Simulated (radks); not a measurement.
Coulomb parameter of the 4d shell of neutral technetium in the model configuration [Kr] 4d6 5s1, as a second difference U = [E(n + 0.5) + E(n - 0.5) - 2 E(n)] / (0.5)^2 with all orbitals relaxed. "Bare": the charge of the atom changes with n. "Screened": the 5s shell takes up the change at fixed total charge, which measures U(4d,4d) + U(5s,5s) - 2 U(4d,5s). All-electron calculation, Dirac Kohn-Sham, PBE, spin-unpolarised, spherical densities, finite nucleus; open shells are shared between the two j in proportion to 2j + 1; Fermi nuclear charge, rms radius 4.4112 fm. Program: a radial shooting solver on a logarithmic mesh with Libxc functionals.

| case | configuration | E - E(n) (eV) |
|---|---|---|
| start | [Kr] 4d6 5s1 | 0.000 |
| bare +0.5 | [Kr] 4d6.5 5s1 | -1.257 |
| bare -0.5 | [Kr] 4d5.5 5s1 | 3.342 |
| screened +0.5 | [Kr] 4d6.5 5s0.5 | -0.013 |
| screened -0.5 | [Kr] 4d5.5 5s1.5 | 0.305 |

U(bare) = 8.338 eV, U(screened by 5s) = 1.167 eV. The step up makes a negative ion, whose loosely bound charge lowers the bare value.
